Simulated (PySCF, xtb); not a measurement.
C4H8BN, SMILES C=C1CNB1C.

GFN2-xTB in xtb at its own geometry gives an orbital gap of 4.25 eV and a dipole moment of 1.26 D.

Geometry: B3LYP-D3(BJ)/def2-SVP. This is a generated structure with no PubChem entry under its InChIKey; it may be hypothetical.

**Question.** What does PBE/def2-TZVP (PySCF) give? (The exact figures need the calculation; the answer reports its results.)

**Answer.** gap 4.65 eV (levels -6.11 and -1.46 eV), dipole 1.27 D.
